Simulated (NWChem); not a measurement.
Program: NWChem. System: arsine (H3As), charge 0, spin multiplicity 1, at a geometry optimised with PBE/def2-SVP. Level: CCSDT/3-21G, 9 core orbitals frozen.

Input file:

```
start mol
memory heap 100 mb stack 700 mb global 1900 mb
geometry units angstroms nocenter noautoz
  As     0.001045     0.072646     0.000000
  H     -0.646503    -0.789985     1.099992
  H     -0.646503    -0.789985    -1.099992
  H      1.258535    -0.817363     0.000000
  symmetry group Cs
end
basis spherical
  * library 3-21g
end
scf
  rhf
  nopen 0
  maxiter 100
  thresh 1e-7
  semidirect memsize 60000000 filesize 0
end
tce
  freeze core 9
  ccsdt
  2eorb
  2emet 13
  thresh 1e-6
  maxiter 100
  tilesize 24
end
task tce energy
```

NWChem printed:

```
             Northwest Computational Chemistry Package (NWChem) 7.3.0
             --------------------------------------------------------

                                NWChem Input Module
                                -------------------

 Scaling coordinates for geometry "geometry" by  1.889725989
 (inverse scale =  0.529177249)

 Turning off AUTOSYM since
 SYMMETRY directive was detected!

                             Geometry "geometry" -> ""
                             -------------------------

 Output coordinates in angstroms (scale by  1.889725989 to convert to a.u.)

  No.       Tag          Charge          X              Y              Z
 ---- ---------------- ---------- -------------- -------------- --------------
    1 As                  33.0000     0.00104500     0.07264600     0.00000000
    2 H                    1.0000    -0.64650300    -0.78998500     1.09999200
    3 H                    1.0000    -0.64650300    -0.78998500    -1.09999200
    4 H                    1.0000     1.25853500    -0.81736300     0.00000000

 Effective nuclear repulsion energy (a.u.)      34.7270960478

            Nuclear Dipole moment (a.u.)
            ----------------------------
        X                 Y               Z
 ---------------- ---------------- ----------------
     0.0000264562    -0.0000283459     0.0000000000

      Symmetry information
      --------------------

 Group name             Cs
 Group number              2
 Group order               2
 No. of unique centers     3

      Symmetry unique atoms

     1    2    4


 Summary of "ao basis" -> "" (spherical)
 ------------------------------------------------------------------------------
       Tag                 Description            Shells   Functions and Types
 ---------------- ------------------------------  ------  ---------------------
 *                           3-21g                    on all atoms

 Summary of "ao basis" -> "ao basis" (spherical)
 ------------------------------------------------------------------------------
       Tag                 Description            Shells   Functions and Types
[...]
         Wavefunction type : Restricted Hartree-Fock
          No. of electrons :    36
           Alpha electrons :    18
            Beta electrons :    18
           No. of orbitals :    56
            Alpha orbitals :    28
             Beta orbitals :    28
        Alpha frozen cores :     9
         Beta frozen cores :     9
     Alpha frozen virtuals :     0
      Beta frozen virtuals :     0
         Spin multiplicity : singlet
    Number of AO functions :    28
       Number of AO shells :    16
        Use of symmetry is : on
      Symmetry adaption is : on
         Schwarz screening : 0.10D-09

          Correlation Information
          -----------------------
          Calculation type : Coupled-cluster singles, doubles, & triples
   Perturbative correction : none
            Max iterations :      100
        Residual threshold : 0.10D-05
     T(0) DIIS level shift : 0.00D+00
     L(0) DIIS level shift : 0.00D+00
     T(1) DIIS level shift : 0.00D+00
     L(1) DIIS level shift : 0.00D+00
     T(R) DIIS level shift : 0.00D+00
     T(I) DIIS level shift : 0.00D+00
   CC-T/L Amplitude update :  5-th order DIIS
                I/O scheme : Global Array Library
        L-threshold :  0.10D-05
        EOM-threshold :  0.10D-05
 no EOMCCSD initial starts read in
 TCE RESTART OPTIONS
 SLICE:      F
 D4D5:       F
 quantumc:   F
 qrotation:  F
 pwtce:      F
 qducc:      F
 nacto:                         0
 nrotv:                         0
 nrot:                          0

            Memory Information
            ------------------
          Available GA space size is     249036016 doubles
          Available MA space size is     104855348 doubles

 Maximum block size supplied by input
 Maximum block size        24 doubles

 tile_dim =      7

 -------------------------------------------------
   1    alpha     a'     6 doubles       0       1
   2    alpha     a"     3 doubles       6       2
   3    beta      a'     6 doubles       9       1
   4    beta      a"     3 doubles      15       2
   5    alpha     a'     7 doubles      18       5
   6    alpha     a"     3 doubles      25       6
   7    beta      a'     7 doubles      28       5
   8    beta      a"     3 doubles      35       6

 Global array virtual files algorithm will be used

 Parallel file system coherency ......... OK

 4-electron integrals stored in orbital form

 v2    file size   =            18517
 4-index algorithm nr.  13 is used
 imaxsize =       30
 imaxsize ichop =        0
 IN MAPPING 1 for UCC(4),CCSDT,CCSDTQ


 CCSDT iterations
 --------------------------------------------------------
 Iter          Residuum       Correlation     Cpu    Wall
 --------------------------------------------------------
    1   0.0939423000718  -0.0625681777328     0.2     0.2
    2   0.0412938892110  -0.0774146964691     0.2     0.2
    3   0.0186267826953  -0.0824987622625     0.2     0.2
    4   0.0088497289935  -0.0844730055983     0.2     0.2
    5   0.0043825606894  -0.0853109759026     0.2     0.2
    6   0.0009961252671  -0.0860304434244     0.2     0.2
    7   0.0004130226011  -0.0860268247744     0.2     0.2
    8   0.0002003470261  -0.0860277750924     0.2     0.2
    9   0.0001052342732  -0.0860291106085     0.2     0.2
   10   0.0000577310357  -0.0860301538627     0.2     0.2
   11   0.0000095144746  -0.0860317573388     0.2     0.2
   12   0.0000033110128  -0.0860319415046     0.2     0.2
   13   0.0000013573050  -0.0860320866363     0.2     0.2
   14   0.0000006061570  -0.0860321594470     0.2     0.2
 --------------------------------------------------------
 Iterations converged
 CCSDT correlation energy / hartree =        -0.086032159447023
 CCSDT total energy / hartree       =     -2225.213487603833528

 Singles contributions

 Doubles contributions

 Task  times  cpu:        3.2s     wall:        3.2s

 Total times  cpu:        3.2s     wall:        3.2s
```
